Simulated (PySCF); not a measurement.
Computed with PBE0-D4/def2-TZVP run with PySCF 2.14.0. Gas-phase values, no solvent. One relaxed conformer stands for a flexible species; it need not be the lowest. Delta-SCF ions had no search for a lower state. Excitations are Tamm–Dancoff values on a coarser integration grid. The basis has no diffuse functions, so Rydberg states are missing or too high.

Reference species (SMILES): `B[SiH2]O` (neutral, multiplicity 1).

```json
{
 "HOMO–LUMO gap": "5.49 eV",
 "vertical ionisation energy (Delta-SCF)": "10.20 eV",
 "S1–T1 gap (TDA)": "0.99 eV",
 "T1 excitation (TDA)": "2.95 eV"
}
```

Changed species: `O[SiH2]S` (H–O–Si–S torsion -52°, O–Si–S–H torsion -65°) (X = mercapto; the reference has X = boryl).

Problem. What does the change do to the HOMO–LUMO gap, vertical ionisation energy (Delta-SCF), S1–T1 gap (TDA) and T1 excitation (TDA)?

Solution. the HOMO–LUMO gap goes up by 2.48 eV, to 7.97 eV; the vertical ionisation energy (Delta-SCF) falls by 0.17 eV, to 10.03 eV; the S1–T1 gap (TDA) falls by 0.41 eV, to 0.58 eV; the T1 excitation (TDA) rises by 2.85 eV, to 5.80 eV.
